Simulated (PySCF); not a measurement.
Computed IR spectrum (relative IR intensity) of a molecule C₃H₄ClF. Geometry: B3LYP-D3(BJ)/def2-SVP. Other conformers were not sampled. Computed with B3LYP-D3(BJ)/def2-SVP (PySCF). Frequencies are harmonic and unscaled.

Lines under 2 % of the strongest are left out, and lines within 2 cm⁻¹ are merged.

```csv
ν (cm⁻¹),relative intensity
381,3.9
465,2.9
767,22
824,18
998,63
1062,89
1154,62
1326,55
1401,2.8
1459,9.0
1761,100
3025,25
3085,13
3142,6.0
3204,3.7
```

Question: Pick the molecule that these values belong to.
A) F[C@@H]1C[C@H]1Cl
B) C/C(Cl)=C\F
C) C/C=C(\F)Cl
D) C/C(F)=C\Cl

Answer: C, C/C=C(\F)Cl
